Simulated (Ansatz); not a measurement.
`N[C](O)(F)[GeH3]`, charge 0, multiplicity 1.

(1) Give a relaxed structure at PBE0-D4/def2-TZVP (Ansatz 0.2.0). (Estimate.)

## Answers

(1) The calculation gave: 
```xyz
11

N    -1.2335    0.7575    0.2904
C    -0.3512   -0.1788   -0.3219
O    -0.5483   -1.5085    0.0112
F    -0.5707   -0.0417   -1.6858
Ge    1.5591    0.2587    0.0770
H    -2.1701    0.6881   -0.0948
H    -1.2603    0.6306    1.2931
H    -1.4806   -1.7257   -0.1249
H     1.7013    0.3974    1.6015
H     2.4625   -0.8669   -0.4395
H     1.8918    1.5892   -0.6063
```
This is one stationary point; other conformers may exist.
